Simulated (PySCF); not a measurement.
Species: C₃H₃BF₂Se.
SMILES with atom numbers: `[F:1][BH:2][C:3]1=[C:4]([F:5])[CH2:6][Se:7]1` (hydrogens: H8 on B2; H9, H10 on C6)

Computed, not measured: PBE0-D3(BJ)/def2-SVP geometry optimisation, gas phase (PySCF).

Q: Give the optimised bond lengths and angles.

A: 
| bond | length (pm) | order |
| --- | --- | --- |
| F1–B2 | 132.5 | single |
| B2–C3 | 153.3 | single |
| C3=C4 | 134.9 | double |
| C4–F5 | 131.5 | single |
| C4–C6 | 148.3 | single |
| C6–Se7 | 198.7 | single |
| C3–Se7 | 194.3 | single |
| B2–H8 | 120.9 | single |
| C6–H9, C6–H10 | 110.0 | single |

Bonds in one row agree within 1 pm and their mean is given. Orders are formal, as drawn. A selection of angles:
| angle | degrees |
| --- | --- |
| F1–B2–C3 | 119.6 |
| F1–B2–H8 | 118.2 |
| C3–B2–H8 | 122.2 |
| B2–C3–C4 | 133.5 |
| B2–C3–Se7 | 133.1 |
| C4–C3–Se7 | 93.4 |
| C3–C4–F5 | 129.0 |
| C3–C4–C6 | 107.7 |
| F5–C4–C6 | 123.3 |
| C4–C6–Se7 | 87.6 |
| C4–C6–H9 | 115.1 |
| Se7–C6–H9 | 112.9 |
| H9–C6–H10 | 110.7 |
| C3–Se7–C6 | 71.2 |

Torsions: F1–B2–C3–C4 -179° (antiperiplanar); B2–C3–C4–F5 -1° (synperiplanar); C3–C4–C6–Se7 0° (synperiplanar); C4–C6–Se7–C3 0° (synperiplanar); B2–C3–Se7–C6 -179° (antiperiplanar).

The 2 C–C bonds span 1.349 Å (C3=C4, drawn double) to 1.483 Å (C4–C6, drawn single), a spread of 0.134 Å. The 7 heavy atoms lie in one plane (0.006 Å rms). The 2 C–Se bonds span 1.943 Å (C3–Se7, drawn single) to 1.987 Å (C6–Se7, drawn single), a spread of 0.044 Å. The 4-membered ring C3–C4–C6–Se7 has internal angles of 71.2° to 107.7° (sum 360°, against 360° for a flat polygon); it is planar, 0.00 Å rms from its mean plane, widest ring torsion 0°. B2 (three-coordinate boron) is planar (angles 122.2°, 119.6° and 118.2°, sum 360.0°, 0.00 Å off the plane of its three neighbours). Se7 (selenium bonded to 2 C) is bent (angle 71.2°).

Point group: Cs (every atom within 0.08 Å of its image). PBE0-D3(BJ)/def2-SVP frequencies: not computed here. The numbers are those of one conformer.
